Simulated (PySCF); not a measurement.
## Ionisation energy of I by level of theory

I [Kr] 4d10 5s2 5p5 (2P) → I⁺ [Kr] 4d10 5s2 5p4 (3P), as a difference of total energies. Computed with PySCF 2.14 in cc-pVDZ-PP with ECP28MDF (4s3p2d, 23 functions), with scalar relativity through the core potential. Correlated levels: valence: 4s2 4p6 4d10 frozen. The calculations carry no spin-orbit coupling.

```csv
method,ionisation energy (eV),error (eV)
UHF,9.591,-0.928
PBE,10.494,-0.025
M06-L,10.453,-0.066
MP2 (valence),10.061,-0.458
SCS-MP2 (valence),10.041,-0.478
CCSD (valence),10.034,-0.485
CCSD(T) (valence),10.035,-0.484
```

Reference: 10.519 eV (measured; NIST levels, between the centres of gravity of the two terms).

Errors of the correlated levels include the incompleteness of this basis and the frozen core.
